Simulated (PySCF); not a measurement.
# Computed properties of C2Si, SMILES [Si]1[C][C]1

C2Si, SMILES [C]1[C][Si]1 (connectivity only; charge and spin as stated), neutral, multiplicity 1. Geometry optimised at ωB97X-D3(BJ)/def2-TZVP. One conformer was computed; it need not be the lowest. All values are computed for the isolated molecule unless a solvent is named; none is compared with measurement here.

**Structure.** The optimised structure has C2v symmetry. All 3 harmonic modes at ωB97X-D3(BJ)/def2-TZVP (PySCF) are real, so it is a minimum. With heavy atoms numbered as in [Si:1]1[C:2][C:3]1, the shortest bond between them is C2–C3 at 1.261 Å and the longest Si1–C3 at 1.833 Å.

**Vibrations.** The strongest infrared lines (harmonic, unscaled, degenerate partners summed) lie at 832 cm⁻¹ (179 km/mol, C 54 %, Si 46 %), 139 cm⁻¹ (100 km/mol, C 91 %, Si 9 %), 1868 cm⁻¹ (25 km/mol, C 100 %). The softest mode is at 139 cm⁻¹ and the zero-point energy is 4.1 kcal/mol.

**Electronic structure.** PBE0/def2-TZVPD (PySCF) places the frontier levels at -7.56 and -3.35 eV, a gap of 4.21 eV, and gives a dipole moment of 2.36 D and a mean polarisability of 44.6 bohr³. PBE/def2-TZVPD (PySCF) at the same geometry gives -6.27 and -4.22 eV, so its gap is 2.16 eV narrower. An orbital gap is neither the optical nor the fundamental gap.

**Excitations.** TDDFT-ωB97X/def2-TZVPD (PySCF) has S1 at 2.84 eV (437 nm, f = 0.021, weak); the most intense of the 10 singlets computed lies at 5.23 eV (f = 0.03). T1 (TDA) is at 1.94 eV. TDDFT-PBE/def2-TZVPD (PySCF) puts S1 at 2.48 eV.

**NMR.** GIAO shifts at PBE0/pcSseg-2 (PySCF) (non-relativistic, atoms alike by connectivity averaged): ¹³C at 450.9 ppm against TMS; ²⁹Si at 615.0 ppm against TMS.

**Solvation.** SMD-M06-2X/6-31G* (PySCF) gives 0.1 kcal/mol in water, -1.7 kcal/mol in chlorobenzene, -1.1 kcal/mol in methanol (1 M in both phases, gas-phase geometry); of these solvents chlorobenzene holds the molecule best.
